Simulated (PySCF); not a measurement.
Identify the unknown among the candidates.

All candidates are C4H11AlO.

| technique | computed result |
| --- | --- |
| 13C NMR | chemical shifts (computed TMS as zero) by class: 10.7 (2 C), 3.0 (2 C) ppm [GIAO B3LYP/pcSseg-1 (pcSseg-2 on Al)] |
| Triplet | lowest triplet excitation (Tamm–Dancoff): 5.55 eV [TDA CAM-B3LYP/def2-SVPD] |
| UV, first state | lowest singlet excitation: 5.83 eV (213 nm, f = 0.000) [TDDFT CAM-B3LYP/def2-SVPD] |
| XPS | C1s 289.6 (×2), C1s 290.6 (×2), O1s 537.5, Al1s 1566.2 eV [ΔSCF SCAN, pcX-2 on the ionised atom, pcseg-1 elsewhere, spin-free X2C] |
| Polarisability | 78.7 au [CAM-B3LYP/def2-SVPD] |
| 1H NMR | chemical shifts (computed TMS as zero) by class: 2.70 (1 H), 1.08 (6 H), 0.09 (4 H) ppm [GIAO B3LYP/pcSseg-1 (pcSseg-2 on Al)] |
| Rotational structure | rotational constants A, B, C: 5.502, 1.361, 1.122 GHz [PBE0-D3(BJ)/def2-SVP] |
| NMR, other nuclei | isotropic shieldings of nuclei other than C and H, by class: 265 (1 O), 336 (1 Al) ppm [GIAO B3LYP/pcSseg-1 (pcSseg-2 on Al)] |

The electronic properties come from PySCF, for the isolated species, density fitting. Levels stand in brackets. One conformer (not necessarily the lowest) at the PBE0-D3(BJ)/def2-SVP geometry, without solvent, vibrations or thermal averaging. NMR values are class means; diastereotopic atoms form classes of their own.

Problem. Which candidate is it?
A. `CCCC[O][AlH2]`
B. `C[CH2][Al]([OH])[CH2]C`
C. `[AlH3-][O+]1CCCC1`

Solution. B. It is `C[CH2][Al]([OH])[CH2]C`. 4 carbons fall into 2 classes; from least to most shielded: carbon bonded to C and 3 H (10.7 ppm, 2 C), carbon bonded to Al, C and 2 H (3.0 ppm, 2 C). Hydrogen classes from least to most shielded: 1 H on an oxygen bonded to Al and H (2.70 ppm), 6 H on 2 like atoms (carbon bonded to C and 3 H) (1.08 ppm), 4 H on 2 like atoms (carbon bonded to Al, C and 2 H) (0.09 ppm). The other shieldings belong to: 265 ppm, oxygen bonded to Al and H; 336 ppm, aluminium bonded to 2 C and O. The core levels belong to: C1s 289.6 eV, carbon bonded to Al, C and 2 H; C1s 290.6 eV, carbon bonded to C and 3 H; O1s 537.5 eV, oxygen bonded to Al and H; Al1s 1566.2 eV, aluminium bonded to 2 C and O. One atom of each topological class was ionised and stands for its class. By its constants the optimised geometry is an asymmetric top.

The others, at the same levels:
- `[AlH3-][O+]1CCCC1` fails: its computed core binding energies are C1s 291.7 (×2), C1s 293.0 (×2), O1s 539.9, Al1s 1565.5 eV, rotational constant A is 6.124 GHz (against 5.502 GHz) and smallest rotational constant is 1.512 GHz (against 1.122 GHz).
- `CCCC[O][AlH2]` fails: its computed core binding energies are C1s 290.5, C1s 290.7, C1s 290.8, C1s 292.0, O1s 537.2, Al1s 1567.1 eV, lowest triplet excitation (Tamm–Dancoff) is 5.35 eV (against 5.55 eV) and rotational constant A is 3.798 GHz (against 5.502 GHz).

Each candidate is one conformer, not necessarily the lowest. Dipoles, sizes and rotational constants follow the conformer. The torsions of the flexible species, by atom-mapped SMILES:
- `[CH3:1][CH2:2][CH2:3][CH2:4][O:5][AlH2:6]`: C1–C2–C3–C4 66°, C2–C3–C4–O5 -67°, C3–C4–O5–Al6 -31°

The conformers of `[AlH3-][O+]1CCCC1` aren't listed.
